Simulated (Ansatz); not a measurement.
Input:

```yaml
crystal:
  periodic: [false, false, false]
  atoms:
    - { symbol: Al, position_ang: [0.0, 0.0, 0.0] }
    - { symbol: F, position_ang: [0.0, 0.0, 1.69] }
    - { symbol: F, position_ang: [1.4635, 0.0, -0.845] }
    - { symbol: F, position_ang: [-1.4635, 0.0, -0.845] }
basis:
  gaussian: { orbitals: "6-31G*" }
hamiltonian:
  xc: b3lyp
  dispersion: d4
relax:
  f_tol: 0.02
  max_steps: 40
output:
  orbitals: {}
```

Launched with:

```bash
$ ansatz run input.yaml --threads 1 --pin off --max-ram 2048MiB --backend cpu --events-out ev --progress --plain --runs-dir out
```

Hardware: 1 thread of Arm Neoverse V1, with other jobs on the host.

**Question.** Roughly how long does this run take, and how much memory?

**Answer.** 8.4 s, with a peak of 0.11 GiB, for 4 ionic steps.
